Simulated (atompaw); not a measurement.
**Which change was made? (La, PAW (atompaw))**

lanthanum, PAW, made with atompaw 4.2.0.5 (PBEsol, scalar-relativistic). Core [Kr] 4d10, reference 4f0 5s2 5p6 5d1 6s2 6p0. Waves: 5s (bound): rc 2.90 bohr; 6s (bound): rc 3.00 bohr; 5p (bound): rc 2.60 bohr; 6p (bound, empty): rc 3.00 bohr; 5d (bound): rc 3.00 bohr; 5d channel at 0.4 Ry: rc 3.00 bohr; 4f (bound, empty): rc 1.15 bohr; 4f channel at 0.35 Ry: rc 1.15 bohr. Local part: bessel scheme, radius 2.00 bohr. Core correction: smooth core density matched at 2.95 bohr. Augmentation charge: besselshape compensation charge, radius 2.50 bohr; PAW radius 3.00 bohr; waves and projectors: custom polynom vanderbiltortho.

Cutoffs, loose and tight: the cutoffs (Ry, on a coarse ladder) from which the occupation-weighted sum of valence levels, in a spherical-Bessel basis at the reference potential, stays within 10 and 1 mRy of its value at 400 Ry. They see the waves, projectors and local potential, not the compensation charge or the core.

The base gives: outcome: generated; cutoff, loose: 12 Ry; cutoff, tight: 21 Ry; bound ghosts: none.

Question: After one change the result is: outcome: generated; cutoff, loose: 8 Ry; cutoff, tight: 15 Ry; bound ghosts: none. Which change was it?
A. all radii scaled by about 0.78 (s 2.26, p 2.02, d 2.34, f 0.90 bohr); local potential bessel scheme, radius 1.56 bohr; augmentation besselshape compensation charge, radius 1.94 bohr; PAW radius 2.34 bohr; waves and projectors: custom polynom vanderbiltortho; core correction smooth core density matched at 2.30 bohr
B. all radii scaled by about 1.25 (s 3.62, p 3.24, d 3.74, f 1.44 bohr); local potential bessel scheme, radius 2.50 bohr; augmentation besselshape compensation charge, radius 3.12 bohr; PAW radius 3.74 bohr; waves and projectors: custom polynom vanderbiltortho; core correction smooth core density matched at 3.68 bohr
C. all radii scaled by about 1.15 (s 3.34, p 2.98, d 3.44, f 1.32 bohr); local potential bessel scheme, radius 2.30 bohr; augmentation besselshape compensation charge, radius 2.88 bohr; PAW radius 3.44 bohr; waves and projectors: custom polynom vanderbiltortho; core correction smooth core density matched at 3.38 bohr

Answer: B. The others give: all radii scaled by about 0.78 (s 2.26, p 2.02, d 2.34, f 0.90 bohr); local potential bessel scheme, radius 1.56 bohr; augmentation besselshape compensation charge, radius 1.94 bohr; PAW radius 2.34 bohr; waves and projectors: custom polynom vanderbiltortho; core correction smooth core density matched at 2.30 bohr → outcome: generated, no UPF (negative core plus compensation charge); cutoff, loose: 12 Ry; cutoff, tight: 21 Ry; bound ghosts: none | all radii scaled by about 1.15 (s 3.34, p 2.98, d 3.44, f 1.32 bohr); local potential bessel scheme, radius 2.30 bohr; augmentation besselshape compensation charge, radius 2.88 bohr; PAW radius 3.44 bohr; waves and projectors: custom polynom vanderbiltortho; core correction smooth core density matched at 3.38 bohr → outcome: generated; cutoff, loose: 10 Ry; cutoff, tight: 15 Ry; bound ghosts: none.
